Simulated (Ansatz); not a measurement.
Born–Oppenheimer molecular dynamics of a periodic cell of 17 atoms, Be (host Be, host structure hcp, interstitial Be). It goes on from the last frame of an earlier run, with new velocities.

Method: DFT PBEsol, scalar-relativistic, plane waves, PAW in Ansatz 0.2.0. Settings: accuracy low, cutoff 420 eV, k mesh 3x3x2, fermi-dirac smearing 0.1 eV, no spin polarisation.

- ensemble: NVT, Langevin thermostat
- time step: 1 fs
- steps asked: 200
- set temperature: 2100 K
- friction: 1 /fs
- seed: 955577

Frames 1 fs apart, positions in Å, forces in eV/Å.

Velocities at 0.0 fs (Å/ps):

```
Be 7.06 14.87 0.88
Be -20.55 -25.88 22.59
Be -27.39 -5.02 -9.94
Be 7.84 13.96 10.13
Be -3.69 8.62 -8.43
Be -18.50 -2.03 23.03
Be -3.29 11.87 -11.26
Be 29.20 -3.30 6.21
Be -5.16 -15.63 -6.02
Be -13.15 -15.46 -12.19
Be 20.98 -1.36 3.30
Be -14.68 -24.72 -9.10
Be 3.64 24.70 2.18
Be 21.43 6.28 3.50
Be 4.06 -2.92 -3.16
Be 11.26 9.82 -16.82
Be 0.93 6.19 5.08
```

```xyz
17
Lattice="-2.2900 -3.9664 0.0000 3.4350 -1.9832 0.0000 0.0000 0.0000 7.1769" Properties=species:S:1:pos:R:3:forces:R:3 time_fs=0.0 energy_less_start_eV=0.000 T=1976
Be -0.076 -4.025 -0.208 0.30 -0.74 0.39
Be 0.222 -2.987 1.689 -0.12 1.47 0.17
Be 0.326 -4.052 3.605 -0.34 -0.89 -0.71
Be 0.274 -2.849 5.314 0.15 -1.32 -0.71
Be -1.097 -2.004 -0.611 -0.34 0.61 1.51
Be 2.553 -2.914 1.850 -0.99 -0.20 -1.58
Be -1.286 -1.571 4.573 -0.59 2.09 1.48
Be 2.122 -1.806 5.427 -0.19 -0.91 0.51
Be 0.940 -1.838 0.167 0.80 -0.72 -0.81
Be 1.131 -0.532 1.812 -0.10 0.40 0.13
Be 1.245 -1.933 3.447 -0.35 -1.50 0.51
Be 0.370 -1.045 5.508 -0.25 1.43 0.11
Be 0.124 0.036 -0.162 -1.34 0.71 1.64
Be 0.873 -4.777 1.529 1.57 -1.14 0.40
Be -0.057 -0.423 3.654 -0.27 1.70 -1.19
Be 1.471 -5.108 5.133 1.60 1.09 -0.07
Be -1.089 -2.478 3.137 0.46 -2.08 -1.78
17
Lattice="-2.2900 -3.9664 0.0000 3.4350 -1.9832 0.0000 0.0000 0.0000 7.1769" Properties=species:S:1:pos:R:3:forces:R:3 time_fs=1.0 energy_less_start_eV=-0.019 T=1739
Be -0.076 -4.010 -0.214 0.31 -0.86 0.54
Be 0.217 -2.999 1.712 -0.06 1.64 -0.02
Be 0.302 -4.059 3.591 -0.19 -0.84 -0.51
Be 0.294 -2.844 5.320 0.01 -1.57 -0.77
Be -1.098 -1.996 -0.608 -0.38 0.54 1.42
Be 2.538 -2.916 1.872 -0.96 -0.11 -1.70
Be -1.293 -1.563 4.572 -0.49 2.16 1.40
Be 2.128 -1.806 5.438 -0.13 -0.83 0.48
Be 0.934 -1.849 0.162 0.82 -0.62 -0.71
Be 1.119 -0.541 1.816 0.01 0.35 0.09
Be 1.256 -1.939 3.455 -0.41 -1.45 0.49
Be 0.362 -1.064 5.511 -0.16 2.11 0.22
Be 0.129 0.063 -0.152 -1.30 0.38 1.35
Be 0.883 -4.775 1.538 1.46 -1.13 0.35
Be -0.047 -0.427 3.653 -0.28 1.69 -1.12
Be 1.483 -5.096 5.117 1.40 0.63 0.12
Be -1.085 -2.474 3.138 0.34 -2.09 -1.62
17
Lattice="-2.2900 -3.9664 0.0000 3.4350 -1.9832 0.0000 0.0000 0.0000 7.1769" Properties=species:S:1:pos:R:3:forces:R:3 time_fs=2.0 energy_less_start_eV=-0.034 T=2254
Be -0.088 -4.002 -0.215 0.37 -0.92 0.60
Be 0.224 -2.999 1.724 -0.11 1.56 -0.05
Be 0.282 -4.067 3.581 -0.03 -0.81 -0.40
Be 0.320 -2.848 5.312 -0.26 -1.63 -0.63
Be -1.107 -1.996 -0.609 -0.34 0.54 1.44
Be 2.534 -2.919 1.879 -0.97 -0.05 -1.74
Be -1.298 -1.555 4.587 -0.38 2.20 1.05
Be 2.111 -1.805 5.472 0.42 -0.76 0.32
Be 0.917 -1.861 0.171 0.87 -0.46 -0.73
Be 1.108 -0.546 1.820 0.17 0.35 0.08
Be 1.254 -1.943 3.470 -0.30 -1.48 0.44
Be 0.355 -1.076 5.517 -0.21 2.48 0.32
Be 0.135 0.078 -0.143 -1.34 0.20 1.18
Be 0.887 -4.778 1.541 1.38 -1.05 0.38
Be -0.036 -0.441 3.653 -0.38 1.80 -1.04
Be 1.497 -5.085 5.109 0.92 0.02 0.22
Be -1.071 -2.468 3.145 0.20 -1.98 -1.44
17
Lattice="-2.2900 -3.9664 0.0000 3.4350 -1.9832 0.0000 0.0000 0.0000 7.1769" Properties=species:S:1:pos:R:3:forces:R:3 time_fs=3.0 energy_less_start_eV=-0.052 T=2465
Be -0.103 -4.004 -0.207 0.45 -0.89 0.52
Be 0.230 -2.992 1.722 -0.20 1.29 0.08
Be 0.257 -4.069 3.570 0.16 -0.86 -0.35
Be 0.328 -2.860 5.295 -0.44 -1.54 -0.41
Be -1.116 -2.001 -0.619 -0.25 0.57 1.62
Be 2.532 -2.917 1.861 -0.96 -0.05 -1.67
Be -1.298 -1.544 4.620 -0.42 1.96 0.45
Be 2.108 -1.809 5.499 0.44 -0.67 0.28
Be 0.891 -1.878 0.180 0.97 -0.27 -0.88
Be 1.100 -0.555 1.816 0.31 0.34 0.11
Be 1.252 -1.954 3.481 -0.13 -1.52 0.38
Be 0.348 -1.082 5.503 -0.01 2.51 0.66
Be 0.138 0.084 -0.138 -1.37 0.02 1.04
Be 0.890 -4.791 1.536 1.30 -0.78 0.54
Be -0.014 -0.455 3.656 -0.62 1.89 -1.16
Be 1.497 -5.077 5.117 0.73 -0.22 0.09
Be -1.049 -2.452 3.156 0.04 -1.77 -1.29
17
Lattice="-2.2900 -3.9664 0.0000 3.4350 -1.9832 0.0000 0.0000 0.0000 7.1769" Properties=species:S:1:pos:R:3:forces:R:3 time_fs=4.0 energy_less_start_eV=-0.102 T=1807
Be -0.112 -4.002 -0.217 0.49 -0.96 0.64
Be 0.239 -2.986 1.726 -0.17 1.05 -0.03
Be 0.240 -4.064 3.552 0.30 -1.00 -0.26
Be 0.334 -2.882 5.287 -0.49 -1.22 -0.30
Be -1.115 -2.006 -0.624 -0.19 0.56 1.71
Be 2.531 -2.916 1.837 -0.91 -0.03 -1.60
Be -1.301 -1.546 4.648 -0.22 1.94 -0.23
Be 2.122 -1.813 5.505 0.15 -0.64 0.27
Be 0.876 -1.882 0.179 1.04 -0.21 -0.93
Be 1.106 -0.572 1.811 0.32 0.34 0.12
Be 1.254 -1.977 3.485 -0.01 -1.46 0.33
Be 0.345 -1.085 5.493 0.22 2.37 0.85
Be 0.137 0.099 -0.139 -1.33 -0.20 0.95
Be 0.899 -4.812 1.541 1.20 -0.47 0.57
Be 0.015 -0.458 3.655 -0.89 1.81 -1.23
Be 1.497 -5.072 5.120 0.66 -0.39 0.05
Be -1.023 -2.441 3.149 -0.18 -1.49 -0.93
17
Lattice="-2.2900 -3.9664 0.0000 3.4350 -1.9832 0.0000 0.0000 0.0000 7.1769" Properties=species:S:1:pos:R:3:forces:R:3 time_fs=5.0 energy_less_start_eV=-0.114 T=1936
Be -0.113 -4.004 -0.229 0.48 -0.96 0.76
Be 0.244 -2.989 1.739 -0.03 1.01 -0.34
Be 0.231 -4.067 3.541 0.39 -1.04 -0.18
Be 0.354 -2.901 5.280 -0.68 -0.86 -0.18
Be -1.127 -2.014 -0.636 -0.06 0.61 1.84
Be 2.523 -2.909 1.832 -0.82 -0.05 -1.63
Be -1.314 -1.546 4.661 0.11 1.92 -0.81
Be 2.133 -1.805 5.499 -0.09 -0.60 0.20
Be 0.872 -1.882 0.168 1.00 -0.26 -0.84
Be 1.116 -0.583 1.804 0.24 0.31 0.12
Be 1.259 -1.988 3.478 0.01 -1.45 0.37
Be 0.335 -1.084 5.500 0.35 2.04 0.65
Be 0.138 0.107 -0.157 -1.33 -0.24 1.17
Be 0.910 -4.823 1.540 1.18 -0.34 0.51
Be 0.032 -0.453 3.641 -1.01 1.66 -1.08
Be 1.513 -5.081 5.116 0.65 -0.50 -0.06
Be -1.002 -2.436 3.134 -0.39 -1.26 -0.51
17
Lattice="-2.2900 -3.9664 0.0000 3.4350 -1.9832 0.0000 0.0000 0.0000 7.1769" Properties=species:S:1:pos:R:3:forces:R:3 time_fs=6.0 energy_less_start_eV=-0.076 T=2703
Be -0.108 -4.020 -0.233 0.35 -0.84 0.73
Be 0.244 -3.014 1.755 0.07 1.31 -0.58
Be 0.211 -4.092 3.535 0.43 -0.87 -0.09
Be 0.370 -2.915 5.274 -0.87 -0.66 -0.08
Be -1.146 -2.024 -0.648 0.09 0.65 2.00
Be 2.515 -2.898 1.841 -0.81 -0.10 -1.77
Be -1.319 -1.539 4.670 0.15 1.51 -1.20
Be 2.136 -1.796 5.486 -0.26 -0.57 0.18
Be 0.876 -1.887 0.154 0.89 -0.38 -0.67
Be 1.114 -0.594 1.798 0.25 0.31 0.07
Be 1.280 -1.983 3.459 -0.18 -1.58 0.47
Be 0.325 -1.088 5.507 0.41 1.83 0.49
Be 0.129 0.104 -0.172 -1.24 -0.27 1.33
Be 0.914 -4.819 1.515 1.23 -0.44 0.57
Be 0.032 -0.450 3.624 -0.94 1.51 -0.84
Be 1.525 -5.104 5.117 0.82 -0.22 -0.34
Be -1.012 -2.432 3.121 -0.41 -1.19 -0.28
17
Lattice="-2.2900 -3.9664 0.0000 3.4350 -1.9832 0.0000 0.0000 0.0000 7.1769" Properties=species:S:1:pos:R:3:forces:R:3 time_fs=7.0 energy_less_start_eV=-0.006 T=2379
Be -0.092 -4.037 -0.240 0.12 -0.73 0.74
Be 0.243 -3.039 1.770 0.13 1.61 -0.73
Be 0.194 -4.104 3.531 0.43 -0.80 -0.04
Be 0.370 -2.928 5.272 -0.84 -0.52 -0.06
Be -1.161 -2.034 -0.655 0.21 0.77 2.09
Be 2.534 -2.893 1.836 -1.04 -0.18 -1.85
Be -1.322 -1.544 4.664 0.07 1.40 -1.16
Be 2.148 -1.802 5.494 -0.54 -0.55 0.04
Be 0.879 -1.885 0.154 0.79 -0.53 -0.70
Be 1.106 -0.618 1.778 0.46 0.46 0.22
Be 1.304 -1.980 3.449 -0.36 -1.70 0.53
Be 0.312 -1.097 5.502 0.59 1.70 0.56
Be 0.108 0.107 -0.170 -0.95 -0.52 1.21
Be 0.922 -4.813 1.490 1.24 -0.51 0.74
Be 0.026 -0.458 3.611 -0.79 1.48 -0.67
Be 1.546 -5.125 5.128 0.81 -0.19 -0.63
Be -1.036 -2.430 3.108 -0.33 -1.20 -0.30
17
Lattice="-2.2900 -3.9664 0.0000 3.4350 -1.9832 0.0000 0.0000 0.0000 7.1769" Properties=species:S:1:pos:R:3:forces:R:3 time_fs=8.0 energy_less_start_eV=0.114 T=2103
Be -0.079 -4.042 -0.236 -0.05 -0.61 0.71
Be 0.242 -3.038 1.783 0.19 1.65 -0.85
Be 0.178 -4.104 3.524 0.49 -0.83 0.02
Be 0.368 -2.936 5.266 -0.79 -0.49 0.02
Be -1.162 -2.034 -0.654 0.15 0.83 2.04
Be 2.556 -2.891 1.826 -1.17 -0.24 -1.81
Be -1.333 -1.557 4.643 0.11 1.73 -0.73
Be 2.163 -1.808 5.512 -0.86 -0.61 -0.17
Be 0.857 -1.869 0.161 0.82 -0.66 -0.78
Be 1.114 -0.626 1.759 0.47 0.58 0.45
Be 1.312 -1.974 3.460 -0.30 -1.83 0.44
Be 0.297 -1.109 5.497 0.76 1.80 0.63
Be 0.091 0.123 -0.164 -0.65 -0.80 1.05
Be 0.922 -4.809 1.480 1.29 -0.45 0.90
Be 0.035 -0.476 3.604 -0.85 1.65 -0.56
Be 1.571 -5.134 5.143 0.66 -0.47 -0.80
Be -1.049 -2.427 3.106 -0.28 -1.26 -0.56
17
Lattice="-2.2900 -3.9664 0.0000 3.4350 -1.9832 0.0000 0.0000 0.0000 7.1769" Properties=species:S:1:pos:R:3:forces:R:3 time_fs=9.0 energy_less_start_eV=0.283 T=2659
Be -0.093 -4.035 -0.216 -0.04 -0.57 0.56
Be 0.257 -3.035 1.788 0.09 1.81 -0.80
Be 0.167 -4.111 3.508 0.55 -0.73 0.17
Be 0.377 -2.949 5.268 -0.84 -0.60 0.06
Be -1.146 -2.028 -0.654 -0.11 0.75 2.01
Be 2.564 -2.900 1.832 -1.16 -0.11 -1.86
Be -1.341 -1.554 4.629 0.19 1.73 -0.61
Be 2.162 -1.811 5.527 -0.85 -0.58 -0.21
Be 0.824 -1.837 0.163 0.94 -0.83 -0.70
Be 1.126 -0.630 1.763 0.37 0.69 0.45
Be 1.306 -1.953 3.476 -0.11 -2.12 0.37
Be 0.289 -1.132 5.494 0.81 2.23 0.64
Be 0.076 0.138 -0.148 -0.54 -0.93 0.80
Be 0.914 -4.787 1.482 1.44 -0.71 0.91
Be 0.051 -0.490 3.594 -1.06 1.92 -0.37
Be 1.582 -5.135 5.153 0.55 -0.61 -0.84
Be -1.059 -2.427 3.100 -0.22 -1.36 -0.59
17
Lattice="-2.2900 -3.9664 0.0000 3.4350 -1.9832 0.0000 0.0000 0.0000 7.1769" Properties=species:S:1:pos:R:3:forces:R:3 time_fs=10.0 energy_less_start_eV=0.366 T=1725
Be -0.106 -4.028 -0.205 -0.01 -0.57 0.53
Be 0.277 -3.024 1.794 -0.13 1.79 -0.73
Be 0.168 -4.121 3.496 0.52 -0.59 0.29
Be 0.396 -2.956 5.273 -1.04 -0.60 0.15
Be -1.139 -2.020 -0.652 -0.27 0.66 1.96
Be 2.562 -2.911 1.833 -1.16 0.05 -1.89
Be -1.350 -1.549 4.631 0.34 1.63 -0.83
Be 2.165 -1.813 5.531 -0.94 -0.46 -0.16
Be 0.800 -1.810 0.175 1.01 -0.97 -0.81
Be 1.116 -0.651 1.779 0.56 0.91 0.35
Be 1.296 -1.946 3.479 0.02 -2.27 0.44
Be 0.277 -1.136 5.482 1.00 2.29 0.79
Be 0.062 0.143 -0.125 -0.49 -0.92 0.54
Be 0.910 -4.771 1.499 1.47 -0.95 0.80
Be 0.065 -0.486 3.589 -1.27 2.01 -0.29
Be 1.590 -5.137 5.155 0.55 -0.63 -0.71
Be -1.069 -2.424 3.094 -0.15 -1.39 -0.43
17
Lattice="-2.2900 -3.9664 0.0000 3.4350 -1.9832 0.0000 0.0000 0.0000 7.1769" Properties=species:S:1:pos:R:3:forces:R:3 time_fs=11.0 energy_less_start_eV=0.359 T=2145
Be -0.110 -4.032 -0.207 -0.05 -0.46 0.52
Be 0.287 -3.005 1.804 -0.18 1.53 -0.79
Be 0.186 -4.122 3.496 0.39 -0.57 0.28
Be 0.415 -2.953 5.265 -1.28 -0.45 0.38
Be -1.151 -2.011 -0.645 -0.18 0.70 1.96
Be 2.562 -2.922 1.820 -1.18 0.08 -1.77
Be -1.353 -1.552 4.641 0.55 1.76 -1.13
Be 2.182 -1.818 5.530 -1.32 -0.30 -0.22
Be 0.790 -1.791 0.183 0.99 -1.11 -1.02
Be 1.100 -0.669 1.774 0.81 1.07 0.50
Be 1.286 -1.947 3.490 0.15 -2.27 0.42
Be 0.266 -1.117 5.475 1.32 1.90 0.95
Be 0.038 0.146 -0.119 -0.30 -0.92 0.53
Be 0.912 -4.778 1.514 1.33 -0.80 0.75
Be 0.079 -0.475 3.587 -1.48 2.02 -0.33
Be 1.604 -5.130 5.164 0.48 -0.82 -0.68
Be -1.083 -2.425 3.093 -0.03 -1.36 -0.35
```

Of the whole run (200 fs, mean temperature of the second half 2004 K): A run of 0.2 ps of so small a system gives no equilibrium averages. The friction is so strong that the motion is overdamped, so the time scale means little. Limits of this set-up: coarse k mesh, low accuracy level.

Run time: 4.2 min on 1 thread of Intel(R) Xeon(R) 6975P-C (Granite Rapids) (shared host), peak memory 0.39 GiB.
